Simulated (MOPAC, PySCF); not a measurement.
C₄H₆BN, SMILES `BC/C=C/C#N`, neutral singlet in the gas phase. 

Cartesian coordinates (Å):
```xyz
12

B     -2.0206     0.7469     0.0675
C     -1.0031    -0.4244    -0.0467
C      0.4015    -0.0559    -0.3557
C      1.4504    -0.4050     0.3815
C      2.7785     0.0013     0.0621
N      3.8539     0.3179    -0.1788
H     -3.0665     0.5665     0.6061
H     -1.7953     1.8009    -0.4389
H     -1.0681    -1.1314     0.7821
H     -1.4338    -0.9609    -0.9144
H      0.5648     0.5639    -1.2311
H      1.3381    -1.0197     1.2663
```
Charge 0, spin multiplicity 1.

All levels are single points at this geometry (CAM-B3LYP-D3(BJ)/def2-TZVP); Pople sets use spherical d functions. Orbital energies aren't observables, and empty levels follow the basis.

B3LYP/6-311+G** in PySCF gives dipole (D) = 4.88.

### Question
Estimate the dipole (D) from each of these levels: CAM-B3LYP-D3(BJ)/def2-TZVP in PySCF; PBE-D3(BJ)/def2-TZVP in PySCF; TPSSh-D3(BJ)/def2-TZVP in PySCF; B3LYP/3-21G in PySCF; B3LYP/6-31G* in PySCF; PBE/6-31G* in PySCF; SVWN5/6-31G* in PySCF; HF/3-21G in PySCF; HF/STO-3G in PySCF; PM3 in MOPAC; PM6 in MOPAC; PM7 in MOPAC.

### Answer

| level | dipole (D) |
|---|---|
| CAM-B3LYP-D3(BJ)/def2-TZVP in PySCF | 4.85 |
| PBE-D3(BJ)/def2-TZVP in PySCF | 4.71 |
| TPSSh-D3(BJ)/def2-TZVP in PySCF | 4.78 |
| B3LYP/3-21G in PySCF | 4.32 |
| B3LYP/6-31G* in PySCF | 4.62 |
| PBE/6-31G* in PySCF | 4.53 |
| SVWN5/6-31G* in PySCF | 4.63 |
| HF/3-21G in PySCF | 4.76 |
| HF/STO-3G in PySCF | 3.83 |
| PM3 in MOPAC | 3.60 |
| PM6 in MOPAC | 4.70 |
| PM7 in MOPAC | 4.88 |
